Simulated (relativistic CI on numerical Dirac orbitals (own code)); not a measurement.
## Spin-allowed bands of a d2 ion in an octahedral site, by hand

Problem. Take Δ = 10400 cm⁻¹ and B = 710 cm⁻¹ for a d2 ion in an octahedral site. Calculate the three spin-allowed bands.

Working.
1. The terms of highest spin are 3F (energy 0) and 3P (15B = 10650 cm⁻¹). Here the F term splits into A2 at +1.2Δ = 12480, T2 at +0.2Δ = 2080 and T1 at −0.6Δ = -6240 cm⁻¹.
2. The two T1 states mix through the element 0.4Δ: H = [[-6240, 4160], [4160, 10650]], with roots ½(H₁₁ + H₂₂) ∓ ½√[(H₂₂ − H₁₁)² + 4H₁₂²] = ½(4410) ∓ ½(18828) = -7209 and 11619 cm⁻¹.
3. The ground term is 3T1 at -7209 cm⁻¹.
4. Bands: 3T2 9289 cm⁻¹ (1077 nm), 3T1(P) 18828 cm⁻¹ (531 nm), 3A2 19689 cm⁻¹ (508 nm).

Check. Exact diagonalisation of the whole d2 shell with these parameters gives 3T2 9289, 3T1 18828, 3A2 19689 cm⁻¹. The match is exact, since without spin-orbit coupling no other term has this spin. The ratio of the second band to the first, 2.027, depends on Δ/B = 14.6 alone, which is how a Tanabe-Sugano diagram is read.
